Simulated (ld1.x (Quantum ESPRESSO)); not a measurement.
**bromine: TM semilocal pseudisation with LDA (PZ), scalar-relativistic reference atom.**

* Element: Br
* Generator: ld1.x (Quantum ESPRESSO) 7.5
* Type: norm-conserving Troullier–Martins (semilocal form)
* Functional: LDA (PZ)
* Relativity: scalar-relativistic
* Frozen core: [Ar] 3d10
* Valence charge: 7
* Reference configuration: 4s2 4p5
* Partial waves: 4p (bound): rc 1.65 bohr; 4d channel at -0.15 Ry: rc 2.18 bohr; 4s (bound): rc 1.25 bohr
* Local potential: the s channel
* Core correction: Bessel-smoothed model core inside 0.85 bohr

All-electron outer shells of the reference configuration (LDA (PZ), scalar-relativistic, ld1.x):

```json
{"shell": "3p", "level (eV)": "-173.21", "outermost node (bohr)": "0.21", "outermost maximum (bohr)": "0.48"}
{"shell": "3d", "level (eV)": "-67.00", "outermost node (bohr)": "–", "outermost maximum (bohr)": "0.43"}
{"shell": "4s", "level (eV)": "-20.32", "outermost node (bohr)": "0.67", "outermost maximum (bohr)": "1.41"}
{"shell": "4p", "level (eV)": "-8.01", "outermost node (bohr)": "0.70", "outermost maximum (bohr)": "1.66"}
```

Results:

```json
{
 "Cutoffs needed": "50 Ry and 110 Ry (the cutoffs (Ry, on a coarse ladder) from which the occupation-weighted sum of valence levels, in a spherical-Bessel basis at the reference potential, stays within 10 and 1 mRy of its value at 400 Ry)",
 "Ghost test": "no extra level below or beside the all-electron valence levels (p, d, s tested); the semilocal form is local in each channel, so this says nothing of the separable form that plane-wave codes build from it (spherical-Bessel basis up to 400 Ry, 20 bohr box)",
 "Largest excitation error": "-38 meV (all-electron minus pseudo) for 4s2 4p1, out of 7 test configurations"
}
```

Generation and tests took about 1.1 s on one core of a shared server CPU.
